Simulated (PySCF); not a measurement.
Atom-mapped SMILES (the numbers label the heavy atoms): `[O:1]=[C:2]([CH2:3][SiH2:4][OH:5])[N:6]([SiH3:7])[SiH3:8]` (H(Xn): hydrogen on atom n).

PySCF 2.14 calculation with shielding tensors at PBE0/pcSseg-1 (GIAO) and GFN2-xTB structure; isolated molecule, fast rotation and ring inversion assumed for equivalent nuclei, one conformer, relativity neglected.

Q: List the cross peaks expected in HSQC, COSY and HMBC spectra.

A: 

HSQC (one-bond C–H):
```tsv
δH	δC
1.94 (H(C3))	24.2 (C3)
```

COSY cross peaks (H two or three bonds apart, from the bond graph; peaks can be absent where the dihedral angle is near 90°):
```tsv
δH	δH
5.06 (H(Si4))	1.94 (H(C3))
```

HMBC (two and three bonds, from the bond graph):
```tsv
δH	δC
5.06 (H(Si4))	192.2 (C2), 24.2 (C3)
4.65 (H(Si7)/H(Si8))	192.2 (C2)
1.94 (H(C3))	192.2 (C2)
```

δ = σ(ref) − σ, references computed at the same level: $^{1}$H (σ = 31.72 ppm) and $^{13}$C (σ = 186.93 ppm) against TMS.

Short H···H contacts in this conformer between protons four or more bonds apart (candidates for NOE cross peaks, intensity ∝ r⁻⁶): H(C3)···H(Si8) 2.60 Å.

The OH or NH signal is concentration- and solvent-dependent in practice; the value given is the gas-phase one. Shifts are as computed. Against solution values, carbons near 30 ppm lie about +3 ppm off and those near 130 ppm about +5 ppm. Of 1309 compounds with measured shifts, 239 miss one by over three times the rms of a fit or turn the order of signals round; such compounds aren't used in these exercises.
